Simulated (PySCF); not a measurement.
Bi(Me)2(SiH3) (C2H9BiSi), SMILES [CH3][Bi]([CH3])[SiH3].

Geometry optimised at B3LYP-D3(BJ)/def2-SVP. The structure was generated by enumeration; whether it is a known compound was not checked. The def2 effective core potentials stand for the cores of Bi; spin–orbit coupling is left out.

Two levels are set side by side: TDDFT-PBE/def2-SVPD (PySCF) and TDDFT-PBE0/def2-SVPD (PySCF). Vertical, same geometry. The lowest singlet is HOMO→LUMO+1 95 % with PBE and HOMO→LUMO+1 96 % with the other functional; states are paired by order. Differences are taken from unrounded values.

| quantity | TDDFT-PBE0 |
|---|---|
| lowest singlet excitation (eV) | 5.25 |
| lowest triplet excitation (TDA) (eV) | 4.40 |
| first bright state (f over 0.05) (eV) | 5.45 |
| its oscillator strength | 0.15 |

Task: What does TDDFT-PBE give, and how far is it from TDDFT-PBE0? (The exact figures need the calculation; the answer reports its results.)

Result: 
```json
[
 {"quantity": "lowest singlet excitation (eV)", "TDDFT-PBE": "4.98", "TDDFT-PBE minus TDDFT-PBE0": "-0.26"},
 {"quantity": "lowest triplet excitation (TDA) (eV)", "TDDFT-PBE": "4.30", "TDDFT-PBE minus TDDFT-PBE0": "-0.11"},
 {"quantity": "first bright state (f over 0.05) (eV)", "TDDFT-PBE": "5.14", "TDDFT-PBE minus TDDFT-PBE0": "-0.31"},
 {"quantity": "its oscillator strength", "TDDFT-PBE": "0.11", "TDDFT-PBE minus TDDFT-PBE0": "-0.04"}
]
```

Functionals without exact exchange tend to place singlet excitations lower, as here. Differences between two approximate levels are no errors against the true value.

Rough cost on one machine, each run with all the roots and properties that it gave: TDDFT-PBE0 against TDDFT-PBE about 3 times.
